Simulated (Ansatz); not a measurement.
`[CH3][Al]([OH])[SiH3]` + HBr → `[CH3][Al]([OH])[Br]` + SiH₄ at 600 K and 1 bar (cleavage of the Al–Si bond).

Gas-phase electronic energies from Ansatz, PBE0-D4/def2-TZVP geometries. CCSD(T)/CBS adds triple-zeta CCSD(T) − MP2 to the extrapolated MP2 energy (def2 sets, frozen cores). This one scheme is used for every species. For Br outer-core shells are correlated without core-valence functions, which leaves a few kJ/mol of doubt a bond. Scalar relativity is left out up to krypton. Each species was taken in one conformer, which may not be the lowest.

```tsv
species	CCSD(T)/CBS energy (Eh)	H − E (kJ/mol)	S (J/(mol·K))
`[CH3][Al]([OH])[SiH3]`	-648.59287	263.1	483.1
HBr	-2573.91920	33.5	219.1
`[CH3][Al]([OH])[Br]`	-2931.11374	187.6	429.4
SiH₄	-291.46306	108.7	242.3
```

H − E and S are ideal-gas, rigid-rotor, harmonic terms from PBE0-D4/def2-TZVP, for one conformer and one mirror image of each species. 1 Eh = 2625.50 kJ/mol, R = 8.31446 J/(mol·K).

Task: By hand: ΔE, ΔH, ΔS and ΔG.

Result: ΔE = (-2931.11374) + (-291.46306) − (-648.59287) − (-2573.91920) = -0.06473 Eh = -169.9 kJ/mol. Δ(H − E) = 187.6 + 108.7 − 263.1 − 33.5 = -0.3, so ΔH = -170.2 kJ/mol. ΔS = 429.4 + 242.3 − 483.1 − 219.1 = -30.5 J/(mol·K). ΔG = -170.2 − 600 × (-30.5)/1000 = -151.9 kJ/mol.

Task: By hand: the equilibrium constant, and the temperature at which ΔG would vanish if ΔH and ΔS stayed fixed.

Result: log₁₀ K = −ΔG/(RT ln 10) = 13.2. ΔG = 0 at ΔH/ΔS = 5580 K, far beyond where these terms or the molecules hold.

ΔH outweighs TΔS. A doubt of 5 kJ/mol in ΔE shifts log₁₀ K by 0.4 here. Other conformers and mirror images would add mixing entropy, several J/(mol·K) or more a flexible species. Modes under 60 cm⁻¹, often nearly free rotors, make the harmonic entropy too high. These are equilibria of isolated gas molecules and say nothing of rates. Largest T1 diagnostic: 0.013 (customary marks: 0.02 for closed shells, 0.045 for open ones).
